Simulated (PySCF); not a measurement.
GaHBr2, SMILES [Br][GaH][Br].

Geometry: PBE0-D3(BJ)/def2-SVP.

These are M06-2X/def2-TZVPD in PySCF values and carry that method's errors.

Symmetry labels are those of the subgroup C2v that the program uses (full group C2v).

Computed valence orbital energies around the gap with their symmetry:
```json
[
 {"orbital": "HOMO−7", "symmetry": "B2", "energy (eV)": "-23.12"},
 {"orbital": "HOMO−6", "symmetry": "A1", "energy (eV)": "-14.35"},
 {"orbital": "HOMO−5", "symmetry": "A1", "energy (eV)": "-11.44"},
 {"orbital": "HOMO−4", "symmetry": "B2", "energy (eV)": "-11.26"},
 {"orbital": "HOMO−3", "symmetry": "B1", "energy (eV)": "-10.46"},
 {"orbital": "HOMO−2", "symmetry": "A2", "energy (eV)": "-9.94"},
 {"orbital": "HOMO−1", "symmetry": "A1", "energy (eV)": "-9.86"},
 {"orbital": "HOMO", "symmetry": "B2", "energy (eV)": "-9.73"},
 {"orbital": "LUMO", "symmetry": "B1", "energy (eV)": "-1.35"},
 {"orbital": "LUMO+1", "symmetry": "A1", "energy (eV)": "-0.59"},
 {"orbital": "LUMO+2", "symmetry": "A1", "energy (eV)": "0.25"},
 {"orbital": "LUMO+3", "symmetry": "B2", "energy (eV)": "0.42"}
]
```
